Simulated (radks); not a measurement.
Question: The mean radii <r> (bohr) of the occupied orbitals of an atom or ion are listed with their occupations. All-electron calculation, Dirac Kohn-Sham, LDA (Slater exchange, Perdew-Wang correlation), spin-unpolarised, spherical densities, point nucleus. Program: a radial shooting solver on a logarithmic mesh with Libxc functionals.

| orbital | occ. | <r> |
|---|---|---|
| 1s1/2 | 2 | 0.02974 |
| 2s1/2 | 2 | 0.1282 |
| 2p1/2 | 2 | 0.1085 |
| 2p3/2 | 4 | 0.1138 |
| 3s1/2 | 2 | 0.3489 |
| 3p1/2 | 2 | 0.3397 |
| 3p3/2 | 4 | 0.3509 |
| 3d3/2 | 4 | 0.3224 |
| 3d5/2 | 6 | 0.3260 |
| 4s1/2 | 2 | 0.8432 |
| 4p1/2 | 2 | 0.8923 |
| 4p3/2 | 4 | 0.9215 |
| 4d3/2 | 4 | 1.103 |
| 4d5/2 | 5 | 1.115 |

Name the element and its charge. Open shells, if any, fill j = l - 1/2 first.

Answer: Z = 49, indium, charge +4: In4+ in [Kr] 4d9. The 1s radius gives Z: for a bare nucleus <r> = (2 gamma + 1)/(2Z) with gamma = sqrt(1 - (Z/c)^2), 0.02926 bohr for Z = 49, and screening makes it slightly larger (0.02974 here). The occupations add up to 45, and the charge is Z minus that.
